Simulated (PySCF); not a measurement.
AsF2H3Si, SMILES F[SiH](F)[AsH2].

Geometry optimised at PBE0-D3(BJ)/def2-SVP. This is a generated structure with no PubChem entry under its InChIKey; it may be hypothetical.

Two levels are set side by side: TDDFT-PBE/def2-SVPD (PySCF) and TDDFT-M06-2X/def2-SVPD (PySCF). Vertical, same geometry. The lowest singlet is HOMO→LUMO+1 96 % with PBE and HOMO→LUMO+1 97 % with the other functional; states are paired by order. Differences are taken from unrounded values.

| quantity | TDDFT-PBE |
|---|---|
| lowest singlet excitation (eV) | 6.11 |
| lowest triplet excitation (TDA) (eV) | 5.41 |
| first bright state (f over 0.05) (eV) | 6.93 |
| its oscillator strength | 0.36 |

Problem. These are the TDDFT-PBE values. What does TDDFT-M06-2X give? (An estimate is asked for; the answer gives what the named calculation found.)

Solution. 
| quantity | TDDFT-M06-2X | TDDFT-PBE minus TDDFT-M06-2X |
|---|---|---|
| lowest singlet excitation (eV) | 6.46 | -0.35 |
| lowest triplet excitation (TDA) (eV) | 5.75 | -0.34 |
| first bright state (f over 0.05) (eV) | 7.32 | -0.39 |
| its oscillator strength | 0.36 | -0.01 |

Functionals without exact exchange tend to place singlet excitations lower, as here. Differences between two approximate levels are no errors against the true value.

Rough cost on one machine, each run with all the roots and properties that it gave: TDDFT-M06-2X against TDDFT-PBE about 20 times.
